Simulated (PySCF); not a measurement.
## Computed spin Hamiltonian

C₆H₈Si₂ (triplet state).
Structure used (GFN2-xTB), in Å, numbered top down from 1:
```
atom  x, y, z in Å
Si1    3.3378    0.4525   -1.1398
Si2    1.4716   -0.8532   -1.2361
C3    -0.1105   -0.5091   -0.3063
C4    -1.2377   -1.3400   -0.3844
C5    -2.3856   -1.0499    0.3205
C6    -2.4499    0.0825    1.1210
C7    -1.3458    0.9191    1.2097
C8    -0.1937    0.6281    0.5115
H9     3.1622    1.8446   -1.5800
H10    4.2960   -0.1874   -2.0474
H11    3.9650    0.5491    0.1865
H12   -1.1981   -2.2207   -1.0103
H13   -3.2412   -1.7071    0.2506
H14   -3.3509    0.3109    1.6705
H15   -1.3892    1.8040    1.8297
H16    0.6625    1.2856    0.5931
```

The hyperfine couplings belong to this conformer and change with its torsions.

The species is `[SiH3][Si]c1ccccc1` [triplet].

Computed with PySCF 2.14.0, UKS B3LYP, pcH-1 on C H Si, non-relativistic, mean-field spin-orbit, GIAO. One conformer (not necessarily the lowest) at the GFN2-xTB geometry, without solvent, vibrations or thermal averaging. This triplet need not be the ground state; the singlet was not compared here. The geometry wasn't refined by DFT: couplings that depend on bond lengths, twists or pyramidal angles can differ widely from those at the functional's own minimum, by a factor of two or more for some ions and for spin on atoms past the first row. No stability test was run, so a lower SCF solution isn't excluded.

```json
{"g1, g2, g3": "2.00159, 2.00309, 2.00369", "g_iso": "2.00279", "Form of g": "rhombic: the two nearest values differ by 29 % of g3 − g1", "⟨S²⟩": "2.0077 (exact 2.0000)", "α and β electrons": "37, 35", "Basis functions": "300"}
```

Hyperfine couplings atom by atom, in G; T1 to T3 are the principal values of the dipolar part (MHz turned into gauss with g_iso; 10 G = 1 mT):

```json
{"atom": "Si1", "isotope": "29Si", "a_iso": "-17.2", "of which spin–orbit": "0.0", "T1": "-4.8", "T2": "2.2", "T3": "2.7", "Mulliken spin population": "0.09"}
{"atom": "Si2", "isotope": "29Si", "a_iso": "-115.9", "of which spin–orbit": "0.4", "T1": "-18.4", "T2": "-11.4", "T3": "29.9", "Mulliken spin population": "1.71"}
{"atom": "C3", "isotope": "13C", "a_iso": "5.5", "of which spin–orbit": "0.0", "T1": "-2.6", "T2": "-0.4", "T3": "3.0", "Mulliken spin population": "-0.06"}
{"atom": "C4", "isotope": "13C", "a_iso": "1.9", "of which spin–orbit": "0.0", "T1": "-1.4", "T2": "-1.1", "T3": "2.5", "Mulliken spin population": "0.09"}
{"atom": "C5", "isotope": "13C", "a_iso": "-1.7", "of which spin–orbit": "0.0", "T1": "-1.2", "T2": "0.5", "T3": "0.7", "Mulliken spin population": "-0.05"}
{"atom": "C6", "isotope": "13C", "a_iso": "1.7", "of which spin–orbit": "0.0", "T1": "-1.5", "T2": "-1.3", "T3": "2.8", "Mulliken spin population": "0.11"}
{"atom": "C7", "isotope": "13C", "a_iso": "0.4", "of which spin–orbit": "0.0", "T1": "-1.3", "T2": "0.3", "T3": "1.0", "Mulliken spin population": "-0.05"}
{"atom": "C8", "isotope": "13C", "a_iso": "6.9", "of which spin–orbit": "0.0", "T1": "-1.7", "T2": "-0.5", "T3": "2.2", "Mulliken spin population": "0.10"}
{"atom": "H9", "isotope": "1H", "a_iso": "14.7", "of which spin–orbit": "0.0", "T1": "-0.8", "T2": "-0.2", "T3": "1.1", "Mulliken spin population": "0.04"}
{"atom": "H10", "isotope": "1H", "a_iso": "-1.5", "of which spin–orbit": "0.0", "T1": "-0.8", "T2": "-0.7", "T3": "1.5", "Mulliken spin population": "-0.01"}
{"atom": "H11", "isotope": "1H", "a_iso": "14.7", "of which spin–orbit": "0.0", "T1": "-0.8", "T2": "-0.2", "T3": "1.1", "Mulliken spin population": "0.04"}
{"atom": "H12", "isotope": "1H", "a_iso": "-1.1", "of which spin–orbit": "0.0", "T1": "-0.8", "T2": "-0.1", "T3": "0.9", "Mulliken spin population": "0.00"}
{"atom": "H13", "isotope": "1H", "a_iso": "0.4", "of which spin–orbit": "0.0", "T1": "-0.3", "T2": "-0.1", "T3": "0.4", "Mulliken spin population": "0.00"}
{"atom": "H14", "isotope": "1H", "a_iso": "-1.2", "of which spin–orbit": "0.0", "T1": "-0.8", "T2": "-0.1", "T3": "0.9", "Mulliken spin population": "0.00"}
{"atom": "H15", "isotope": "1H", "a_iso": "0.9", "of which spin–orbit": "0.0", "T1": "-0.4", "T2": "-0.1", "T3": "0.4", "Mulliken spin population": "0.00"}
{"atom": "H16", "isotope": "1H", "a_iso": "0.1", "of which spin–orbit": "0.0", "T1": "-0.9", "T2": "0.0", "T3": "0.9", "Mulliken spin population": "-0.01"}
```

Largest spin populations (Mulliken): Si2 (+1.71), C6 (+0.11), C8 (+0.10) and C4 (+0.09). Si2 is the only atom above +0.15.

Axes: g3 points within 10° of the C5–C6 bond.

The 13C coupling of C3 (15.4 MHz) shows only in satellite lines or after enrichment, since that isotope makes up about 1.07 % of natural carbon.

The 29Si coupling of Si2 (-324.8 MHz) shows only in satellite lines or after enrichment, since that isotope makes up about 4.7 % of natural silicon.

The spin density at the nucleus, in bohr⁻³, is negative for H14 (-0.0015), for instance. A restricted open-shell determinant has no negative spin density anywhere; here it arises because α and β orbitals differ (spin polarisation).
